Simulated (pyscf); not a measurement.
**F–SnH₃ (SMILES [F][SnH3]), singlet**

Gas-phase minimum from PySCF at ωB97X-D3(BJ)/def2-SVP, one conformer. 

```
Sn
F 1 1.9429
H 1 1.7025 2 105.21
H 1 1.7025 3 113.36 2 114.48
H 1 1.7026 3 113.34 4 131.00
```
Charge 0, spin multiplicity 1.

Properties at ωB97X-D3(BJ)/def2-SVP:

```yaml
harmonic_wavenumbers_unscaled: 530, 530, 638, 719, 720, 751, 2003, 2003, 2005 cm⁻¹
zero_point_energy: 14.2 kcal/mol
rotational_symmetry_number: 3
Entropy of this conformer at 298 K and 1 atm, rigid rotor and harmonic oscillator, modes under 100 cm⁻¹ raised to 100: 263.6 J/(mol K)
dipole_moment: 2.75 D
```

Single-point totals, which compare only within one level (frozen core for MP2 and CC):

```json
[
 {"level": "ωB97X-D3(BJ)/def2-TZVP", "total energy (hartree)": "-316.08490"},
 {"level": "PBE/def2-TZVP", "total energy (hartree)": "-315.88865"},
 {"level": "r²SCAN/def2-TZVP", "total energy (hartree)": "-316.03238"},
 {"level": "B3LYP-D3(BJ)/def2-TZVP", "total energy (hartree)": "-316.07863"},
 {"level": "PBE0-D3(BJ)/def2-TZVP", "total energy (hartree)": "-315.90204"},
 {"level": "M06-2X/def2-TZVP", "total energy (hartree)": "-315.88550"},
 {"level": "ωB97M-D3(BJ)/def2-TZVP", "total energy (hartree)": "-316.04659"},
 {"level": "HF/def2-TZVPP", "total energy (hartree)": "-314.58744"},
 {"level": "MP2/def2-TZVPP", "total energy (hartree)": "-315.17690"},
 {"level": "CCSD/def2-TZVPP", "total energy (hartree)": "-315.18670"},
 {"level": "CCSD(T)/def2-TZVPP", "total energy (hartree)": "-315.20238"}
]
```

The CCSD(T) − MP2 part came from Ansatz, without density fitting, on the same reference. The frozen core leaves the outer d or s,p core shells of the metals and heavy elements correlated in the MP2 and CC values, and def2-TZVPP describes them poorly, so these totals are far from the basis limit. Elements past Kr carry the def2 core potentials, without spin-orbit coupling.
